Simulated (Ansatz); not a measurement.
Total energies of HgF₂ from Ansatz at CCSD(T)/def2-TZVPP, gas phase (1 Eh = 27.2114 eV = 2625.5 kJ/mol). The reference geometry is relaxed at PBE0-D4/def2-TZVP.

| state | geometry | energy (Eh) |
| --- | --- | --- |
| charge 0 singlet | reference | -352.61758 |
| charge 1 doublet | reference | -352.12807 |
| free Hg atom (singlet) | – | -153.18365 |
| free F atom (doublet) | – | -99.62506 |

In the def2 sets Hg takes a core potential; there is no spin–orbit coupling. Correlated methods freeze 2 core orbitals; core or outer-core shells of Hg are correlated, in sets that lack core-valence functions. In CCSD on the charge 1 doublet the largest single amplitude is 0.26, so its Hartree–Fock determinant may place the open shell otherwise than the density functionals do.

Problem. Work out the vertical ionisation energy to the doublet.

Solution. E(charge 1 doublet) − E(charge 0 singlet) = -352.12807 − (-352.61758) = 0.48951 Eh = 13.32 eV.

Problem. What is the binding energy per atom against free atoms?

Solution. Atoms: 1 × (-153.18365) + 2 × (-99.62506) = -352.43377 Eh. Binding: -352.43377 − (-352.61758) = 0.18381 Eh = 5.00 eV, or 1.67 eV for each of 3 atoms (no zero-point energy, no counterpoise term).
